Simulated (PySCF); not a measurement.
C5H10O2Si.
Atom-mapped SMILES: `[O:1]=[C:2]([OH:3])[SiH:4]1[CH2:5][CH2:6][CH2:7][CH2:8]1` (hydrogens: H9 on O3; H10 on Si4; H11, H12 on C5; H13, H14 on C6; H15, H16 on C7; H17, H18 on C8)

Computed with PySCF at PBE0/pcSseg-1 and wB97X-D/def2-SVPD, non-relativistic, on one gas-phase PBE0-D3(BJ)/def2-SVP geometry that isn't relaxed in the solvent. The solvent is an IEF-PCM continuum (van der Waals radii × 1.2). The model holds no explicit solvent molecules, cavitation or dispersion.

Gas phase at PBE0/pcSseg-1: HOMO -7.55 eV, LUMO -0.52 eV, dipole 2.26 D.

**Question.** What does the continuum do to the energy, the frontier levels and the dipole at PBE0/pcSseg-1 in chloroform?

**Answer.** 
| solvent | ε | E(solvent) − E(gas) (kcal/mol) | polarisation term (kcal/mol) | distortion of the solute (kcal/mol) | HOMO (eV) | LUMO (eV) | dipole (D) |
| --- | --- | --- | --- | --- | --- | --- | --- |
| chloroform | 4.711 | -4.43 | -4.81 | 0.38 | -7.62 | -0.53 | 2.69 |

Polarisation term: ½ Σ q·V over the induced surface charges. Distortion: the rise of the solute's own energy as its density leaves the gas-phase optimum.

**Question.** Which radius a makes the point-dipole formula ΔE = −[(ε − 1)/(2ε + 1)]·μ²/a³ give the value in chloroform, with the gas-phase dipole?

**Answer.** μ = 0.888 au and |ΔE| = 0.00705 Eh give a = 1.81 Å; the farthest nucleus lies 3.55 Å from the centroid of the nuclei, so such a sphere wouldn't even hold the nuclei. The formula assumes a rigid point dipole at the centre of a sphere.

**Question.** Which IAO charges (PBE0/pcSseg-1) respond most in chloroform (means over atoms taken as equivalent)?

**Answer.** 
| atoms | environment | gas (e) | solvent (e) | change |
| --- | --- | --- | --- | --- |
| O1 | acid carbonyl oxygen | -0.443 | -0.474 | -0.031 |
| H9 | acid proton | +0.359 | +0.374 | +0.015 |
| C2 | carbonyl carbon | +0.283 | +0.290 | +0.007 |
| H10 | Si–H hydrogen | -0.111 | -0.115 | -0.004 |
| H12/H18 | methylene hydrogen | +0.147 | +0.151 | +0.004 |
| H13/H15 | methylene hydrogen | +0.131 | +0.133 | +0.002 |
| H11/H17 | methylene hydrogen | +0.151 | +0.152 | +0.001 |
| C6/C7 | ring CH2 carbon | -0.247 | -0.248 | -0.001 |
| O3 | acid hydroxyl oxygen | -0.486 | -0.487 | -0.001 |
| Si4 | SiH silicon | +0.844 | +0.845 | +0.001 |
| C5/C8 | sp3 carbon bound to silicon | -0.540 | -0.540 | 0.000 |
| H14/H16 | methylene hydrogen | +0.135 | +0.135 | 0.000 |

Gas phase at wB97X-D/def2-SVPD: HOMO -9.53 eV, LUMO 1.13 eV, dipole 2.47 D.

**Question.** What does the continuum do to the energy, the frontier levels and the dipole at wB97X-D/def2-SVPD in chloroform?

**Answer.** 
```
   solvent      ε  E(solvent) − E(gas) (kcal/mol)  polarisation term (kcal/mol)  distortion of the solute (kcal/mol)  HOMO (eV)  LUMO (eV)  dipole (D)
chloroform  4.711                           -4.56                         -5.03                                 0.47      -9.60       1.11        2.99
```

**Question.** How does the static polarisability (wB97X-D/def2-SVPD, frozen core, with the continuum's full static response) change?

**Answer.** 
```
    medium  isotropic (au)  principal values (au)  ⟨r²⟩ of the electrons (bohr²)
       gas            89.7      80.6, 84.2, 104.2                         1232.7
chloroform           111.4    100.6, 105.9, 127.9                         1232.9
```

The isotropic value in chloroform is 1.24 times the gas-phase one; no cavity-field correction is applied. ⟨r²⟩ is taken about the centre of nuclear charge.

wB97X-D is run here without its empirical dispersion term; that term would change no orbital, density or response property at a fixed geometry.
